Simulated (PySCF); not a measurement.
Relaxation of singlet ZrF₃⁺

Method: PBE0 in PySCF with Zr def2-TZVP with ECP28, F def2-TZVP; scalar-relativistic core potentials, no spin–orbit coupling; density-fitted integrals. A (50,194) grid was used.

A start displaced from a saddle point along its imaginary mode, of C3v symmetry, held to at least that symmetry:

Coordinates in bohr (charge 1 multiplicity 1):
```
Zr    0.0000    0.0000   -0.2995
F     3.4888    0.0000    0.4724
F    -1.7444    3.0214    0.4724
F    -1.7444   -3.0214    0.4724
```

At each step, columns x, y, z (Å) and Fx, Fy, Fz (eV/Å):

```
step 0  E − E(last) = 16.60 kJ/mol
Zr   0.000   0.000  -0.158   0.040   0.000   0.956
F    1.846   0.000   0.250  -1.665   0.000  -0.292
F   -0.923   1.599   0.250   0.813  -1.440  -0.332
F   -0.923  -1.599   0.250   0.813   1.440  -0.332
step 1  E − E(last) = 3.23 kJ/mol
Zr   0.000   0.000  -0.166   0.049   0.000  -0.283
F    1.790   0.000   0.253   0.037   0.000   0.132
F   -0.895   1.550   0.253  -0.043   0.039   0.075
F   -0.895  -1.550   0.253  -0.043  -0.039   0.075
step 2  E − E(last) = 1.73 kJ/mol
Zr   0.000   0.000  -0.218   0.034   0.000  -0.142
F    1.774   0.000   0.270  -0.096   0.000   0.085
F   -0.887   1.536   0.270   0.031  -0.062   0.029
F   -0.887  -1.536   0.270   0.031   0.062   0.029
step 3  E − E(last) = 0.48 kJ/mol
Zr   0.000   0.000  -0.287   0.007   0.000   0.158
F    1.749   0.000   0.293  -0.256   0.000  -0.046
F   -0.875   1.515   0.293   0.124  -0.201  -0.056
F   -0.875  -1.515   0.293   0.124   0.201  -0.056
step 4  E − E(last) = 0.11 kJ/mol
Zr   0.000   0.000  -0.318  -0.012   0.000   0.178
F    1.731   0.000   0.303  -0.159   0.000  -0.075
F   -0.866   1.499   0.303   0.086  -0.128  -0.051
F   -0.866  -1.499   0.303   0.086   0.128  -0.051
step 5  E − E(last) = 0.02 kJ/mol
Zr   0.000   0.000  -0.313  -0.015   0.000  -0.075
F    1.727   0.000   0.302   0.051   0.000   0.012
F   -0.864   1.496   0.302  -0.018   0.051   0.031
F   -0.864  -1.496   0.302  -0.018  -0.051   0.031
step 6  E − E(last) = 0.00 kJ/mol
Zr   0.000   0.000  -0.317  -0.016   0.000   0.001
F    1.727   0.000   0.303  -0.002   0.000  -0.016
F   -0.863   1.496   0.303   0.009   0.005   0.008
F   -0.863  -1.496   0.303   0.009  -0.005   0.008
```

It ends at C3v with Zr–F 1.836 Å (×3); F–Zr–F 110.0° (×3) (after a last refinement on a finer grid). A frequency run shows a minimum.
